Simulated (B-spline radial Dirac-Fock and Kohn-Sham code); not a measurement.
# X-ray form factors of strontium in several charge states

Model: Dirac-Fock densities. Program: a radial B-spline solver.

Configurations: Sr¹²⁺ [Ar] 3d8; Sr¹⁵⁺ [Ar] 3d5; Sr¹⁷⁺ [Ar] 3d3. The first column is f₀ of Sr¹²⁺, the others are differences from it.

```
s (Å⁻¹)   Sr¹²⁺  Δ Sr¹⁵⁺  Δ Sr¹⁷⁺
      0  26.000   -3.000   -5.000
   0.05  25.919   -2.980   -4.969
    0.1  25.680   -2.921   -4.878
   0.15  25.288   -2.825   -4.729
    0.2  24.754   -2.696   -4.529
   0.25  24.093   -2.539   -4.284
    0.3  23.321   -2.359   -4.003
   0.35  22.457   -2.163   -3.695
    0.4  21.521   -1.957   -3.368
   0.45  20.533   -1.746   -3.033
    0.5  19.513   -1.537   -2.698
    0.6  17.450   -1.142   -2.055
    0.7  15.459   -0.799   -1.487
    0.8  13.632   -0.523   -1.016
    0.9  12.023   -0.316   -0.651
      1  10.653   -0.169   -0.383
    1.1   9.517   -0.072   -0.198
    1.2   8.596   -0.013   -0.077
    1.4   7.270   +0.038   +0.043
    1.6   6.417   +0.050   +0.080
```

Values without a named source are computed, but for edge energies of neutral atoms, which are taken from tables.
